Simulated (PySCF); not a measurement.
Compound: C2H5BN2O2.
Geometry (PBE0-D3(BJ)/def2-SVP, Å), atoms numbered from 1 in this order:
```xyz
12
C2H5BN2O2 angstrom
N     -2.0095    0.6559    0.5860
B     -1.3737    0.1463   -0.5374
N      0.0396   -0.2081   -0.4861
C      0.8572   -0.1021    0.5877
O      0.5593    0.2933    1.6997
C      2.2963   -0.5364    0.3123
O      2.6645   -0.9300   -0.7605
H     -2.9855    0.9125    0.5921
H     -1.5012    0.7819    1.4556
H     -1.9538   -0.0181   -1.5833
H      0.5119   -0.5707   -1.3099
H      2.9627   -0.4450    1.2026
```

Method used: PBE0-D3(BJ)/def2-SVP geometry optimisation, gas phase (PySCF).

Take the most abundant isotopes and a rigid rotor. The values belong to one conformer with, in the numbering `[NH2:1][BH:2][NH:3][C:4](=[O:5])[CH:6]=[O:7]`, N1–B2–N3–C4 0°, B2–N3–C4–O5 1°, N3–C4–C6–O7 0°.

(1) Give the principal moments of inertia and the rotational constants in GHz.

(2) Classify the top.

(3) Is it planar, by Δ = Ic − Ia − Ib?

(4) Which lines would a microwave search look for?

(5) Estimate the classical rotational partition function at 10 K, 50 K and 298.15 K.

## Answers

(1) Ia = 78.42, Ib = 297.06, Ic = 375.45 u·Å²; 505379 MHz·u·Å²/I gives 6444, 1701 and 1346 MHz, that is A = 6.4445, B = 1.7013, C = 1.3460 GHz.

(2) An asymmetric top. Ray's parameter κ = (2B − A − C)/(A − C) = -0.861; −1 is the prolate and +1 the oblate limit.

(3) Planar: Δ = Ic − Ia − Ib = -0.03 u·Å². For a rigid frame Δ = −2 Σ m c², so it vanishes when all atoms lie in the ab plane; here none is more than 0.02 Å from it.

(4) The dipole components are |μa| = 1.16 D, |μb| = 0.15 D, |μc| = 0.00 D; the mirror of this Cs structure is the ab plane, so μc vanishes by symmetry (the 0.01 D computed is a residue) and there are no c-type lines. The squared components, which scale the intensities, stand as 1.00 : 0.02 (a : b). Some of the stronger lines:

```
type  branch         J(Ka,Kc)    MHz  lower level (cm⁻¹)
   a       Q  1(1,0) ← 1(1,1)    355               0.260
   a       Q  2(1,1) ← 2(1,2)   1066               0.451
   a       Q  3(1,2) ← 3(1,3)   2131               0.738
   a       R  1(0,1) ← 0(0,0)   3047               0.000
   a       Q  4(1,3) ← 4(1,4)   3548               1.120
   a       R  2(1,2) ← 1(1,1)   5739               0.260
   a       R  2(0,2) ← 1(0,1)   6075               0.102
   a       R  2(1,1) ← 1(1,0)   6450               0.272
   a       R  3(1,3) ← 2(1,2)   8597               0.451
   a       R  3(0,3) ← 2(0,2)   9065               0.304
   a       R  3(1,2) ← 2(1,1)   9662               0.487
   a       R  4(1,4) ← 3(1,3)  11442               0.738
   a       R  4(0,4) ← 3(0,3)  12000               0.607
   a       R  4(2,3) ← 3(2,2)  12174               1.266
   a       R  4(3,2) ← 3(3,1)  12226               2.088
   a       R  4(3,1) ← 3(3,0)  12230               2.088
   a       R  4(2,2) ← 3(2,1)  12363               1.270
   a       R  4(1,3) ← 3(1,2)  12859               0.809
```

(5) Point group Cs, symmetry number σ = 1; q = (√π/σ)·√((kT/h)³/(ABC)), k/h = 20836.6 MHz/K: 1390 at 10 K, 15500 at 50 K, 226000 at 298.15 K.

No frequency check. Constants of a rigid frame at the computed geometry: no zero-point averaging, no centrifugal distortion. Quadrupole hyperfine structure (11B, 14N) is left out.
